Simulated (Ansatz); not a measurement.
Ansatz (a first-principles code) input (B3LYP-D3(BJ)/def2-TZVP):

Ansatz 0.2 input:
```yaml
crystal:
  periodic: [false, false, false]
  atoms:
    - {symbol: Pb, position_ang: [-0.01857267, 0.00138973, 1.08817902]}
    - {symbol: Br, position_ang: [1.11130136, -1.64460238, -0.54623135]}
    - {symbol: Br, position_ang: [-1.13083203, 1.67131673, -0.53188757]}
basis:
  gaussian:
    orbitals: def2-TZVP
hamiltonian:
  xc: b3lyp
  dispersion: d3bj
relax: {f_tol: 0.002, max_steps: 150}
```

End of the output:

```
reference -145347.96824861 eV, -5341.4393127450 hartree; 46, 46 occupied and 100, 100 virtual orbitals, 1256 factors
relax step   3: F+E_penalty+E_count = -145348.17771189 eV  Δ(F+E_penalty+E_count) = -9.648e-3 eV  max|allowed force component| = 4.000e-2 eV/Å  Δτ_max = 0.0250 Å  (33 SCF iters, accepted)
these checks for a lower state are left out or cut short: starts, cluster_reference, orbital_swaps, neighbouring_geometries, increment
integrals: 0.08 GiB planned
1256 factors; their error is unknown
mean field: 0.77 GiB planned
mean field -145347.96792922 eV, -5341.4393010076 hartree, gradient 1.5e-5 eV, S^2 0.000000; 0 other end points of the search recorded, 0 dependent functions left out
the calculation of the forces begins
reference -145347.96815551 eV, -5341.4393093237 hartree; 46, 46 occupied and 100, 100 virtual orbitals, 1256 factors
relax step   4: F+E_penalty+E_count = -145348.17780919 eV  Δ(F+E_penalty+E_count) = -9.729e-5 eV  max|allowed force component| = 2.494e-3 eV/Å  Δτ_max = 0.0024 Å  (34 SCF iters, accepted)
these checks for a lower state are left out or cut short: starts, cluster_reference, orbital_swaps, neighbouring_geometries, increment
integrals: 0.08 GiB planned
1256 factors; their error is unknown
mean field: 0.77 GiB planned
mean field -145347.96792912 eV, -5341.4393010040 hartree, gradient 1.5e-5 eV, S^2 0.000000; 0 other end points of the search recorded, 0 dependent functions left out
the calculation of the forces begins
reference -145347.96815541 eV, -5341.4393093202 hartree; 46, 46 occupied and 100, 100 virtual orbitals, 1256 factors
relax step   5: F+E_penalty+E_count = -145348.17780953 eV  Δ(F+E_penalty+E_count) = -3.431e-7 eV  max|allowed force component| = 2.892e-5 eV/Å  Δτ_max = 0.0002 Å  (35 SCF iters, accepted)
integrals: 0.08 GiB planned
1256 factors; their error is unknown
mean field: 0.77 GiB planned
mean field evaluation 64: about -145347.9679 eV, gradient 1.4e-1 eV
mean field -145347.96792912 eV, -5341.4393010040 hartree, gradient 1.5e-5 eV, S^2 0.000000; 1 other end points of the search recorded, 0 dependent functions left out
the calculation of the forces begins
reference -145347.96815541 eV, -5341.4393093202 hartree; 46, 46 occupied and 100, 100 virtual orbitals, 1256 factors
Total energy: -145348.17803582 eV, -5341.4470222829 hartree
Atom 0 at    -0.018510     0.000716     1.126036 Å, force    -0.000006     0.000009     0.000028 eV/Å
Atom 1 at     1.124592    -1.663971    -0.565045 Å, force    -0.000013     0.000020    -0.000019 eV/Å
Atom 2 at    -1.144185     1.691358    -0.550931 Å, force     0.000020    -0.000029    -0.000010 eV/Å
Dipole moment:    -0.004682    -0.006975     0.904968 e Å
```
